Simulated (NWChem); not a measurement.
GeSi₂H₆, singlet; SMILES [SiH3][Ge][SiH3]

```xyz
9

Ge     0.9019    -0.0136    -0.5527
Si    -0.7469    -1.7137     0.0691
H     -0.4725    -3.0672    -0.5090
H     -2.1857    -1.3734    -0.1795
H     -0.5491    -1.8039     1.5588
Si    -0.7653     1.7105    -0.0597
H     -1.7622     1.3888     1.0129
H     -1.5107     1.8021    -1.3643
H     -0.1800     3.0586     0.2255
```
Atoms are numbered in this order, from 1.

Program: NWChem. Pople sets run with spherical d functions. Low-valent species are run as closed-shell singlets; no triplet was tried in these runs. All runs use the structure optimised with PBE0/def2-SVP. GIAO values for the isolated, static molecule; σ is the absolute isotropic shielding, δ = σ(reference) − σ with the isolated reference molecule computed at the same levels (1H: tetramethylsilane, 29Si: tetramethylsilane).

| level | σ Ge1 (ppm) | δ Si2 (ppm) | δ H3 (rotor mean) (ppm) |
|---|---|---|---|
| LDA (Slater exchange, VWN5)/pcSseg-1 | -2024.5 | -51.6 | 5.19 |
| BHandHLYP/pcSseg-1 | -1581.1 | -62.9 | 4.56 |
| B3LYP/6-311G** | ? | ? | ? |

Q: Complete the blanks.

A: 
- B3LYP/6-311G**, σ Ge1 (ppm): -1648.8
- B3LYP/6-311G**, δ Si2 (ppm): -58.7
- B3LYP/6-311G**, δ H3 (rotor mean) (ppm): 4.83
